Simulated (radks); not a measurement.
Results of a calculation; reference values are marked as such.
Q: These are the eigenvalues of the occupied orbitals of an atom or ion with whole-number occupations (eV). Code: a radial shooting solver on a logarithmic mesh with Libxc functionals. Model: Dirac Kohn-Sham, revPBE, spin-unpolarised, spherical densities, finite nucleus; Fermi nuclear charge, rms radius of each element as measured or else 0.836 A^(1/3) + 0.57 fm.

orbital  eigenvalue
1s1/2     -50068.97
2s1/2     -8284.153
2p1/2     -7867.479
2p3/2     -7171.685
3s1/2     -1855.961
3p1/2     -1675.370
3p3/2     -1532.620
3d3/2     -1220.858
3d5/2     -1189.757
4s1/2     -393.8280
4p1/2     -323.5001
4p3/2     -291.7572
4d3/2     -175.9065
4d5/2     -170.1673
5s1/2      -74.5221
5p1/2      -54.9467
5p3/2      -50.4376
4f5/2      -34.0198
4f7/2      -33.2576

Which element is it, and in what charge state? The configuration may be excited. Open shells, if any, are shared by 2j + 1.

A: Z = 64, gadolinium, charge +3: Gd3+ in [Xe] 4f7. The list shows which subshells hold electrons but not how many an open one holds; the 1s level, -1840 hartree, gives Z - s = 60.7 by -(Z - s)^2/2, which with screening and relativity narrows Z to a few neighbours, and the depths of the outer levels then fix element, charge and occupations together.
